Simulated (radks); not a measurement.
Neutral iridium inside a hard spherical wall (all orbitals vanish at R), configuration held at [Xe] 4f14 5d7 6s2 and not refilled when levels cross. All-electron calculation, scalar-relativistic Kohn-Sham, LDA (Slater exchange, VWN5 correlation), spin-polarised, spherical densities, finite nucleus; open shells are filled with parallel spins first (spin-orbit coupling, left out, can overturn this in heavy ions); Fermi nuclear charge, rms radius 5.4032 fm. Program: a radial shooting solver on a logarithmic mesh with Libxc functionals. Eigenvalues in eV for spin up, with the zero of energy where the potential of the charges vanishes at infinity; a dash marks a level that is unbound or too diffuse for the functional's potential to be trusted. A positive occupied level is held by the wall or, in an anion where self-interaction has pushed it up, behind a barrier. The pressure on the wall is -dE/dV.

\begin{tabular}{lrrrrrrrrr}
R (bohr) & E (hartree) & kinetic (hartree) & e(4f) & e(5p) & e(5d) & e(6s) & e(6p, empty) & e(7s, empty) & pressure (GPa) \\ \hline
free & -17814.1393 & 19790.990 & -62.605 & -55.589 & -8.068 & -6.957 & -1.486 & -0.022 & 0 \\
20 & -17814.1393 & 19790.990 & -62.605 & -55.589 & -8.068 & -6.957 & -1.486 & 0.097 & < 0.0001 \\
15 & -17814.1393 & 19790.990 & -62.605 & -55.589 & -8.068 & -6.957 & -1.483 & 0.318 & < 0.0001 \\
12 & -17814.1393 & 19790.990 & -62.604 & -55.588 & -8.067 & -6.956 & -1.466 & 0.760 & 0.000184 \\
5 & -17814.0320 & 19791.661 & -60.244 & -53.334 & -6.010 & -4.639 & 3.061 & 20.172 & 14.0 \\
4 & -17813.6861 & 19793.341 & -56.053 & -49.546 & -2.480 & 0.203 & 10.490 & 42.968 & 99.4 \\
3.5 & -17813.1579 & 19795.636 & -51.551 & -45.656 & 1.381 & 6.234 & 19.132 & 66.504 & 299 \\
3 & -17811.8837 & 19800.816 & -43.605 & -39.056 & 8.514 & 18.723 & 36.154 & 108.67 & 1020 \\
2 & -17797.4253 & 19854.413 & 2.631 & 0.602 & 57.952 & 122.65 & 162.24 & 373.58 & 22900 \\
1.5 & -17752.7247 & 20002.934 & 77.878 & 84.714 & 163.35 & 356.24 & 421.05 & 858.46 & 186000 \\
\end{tabular}
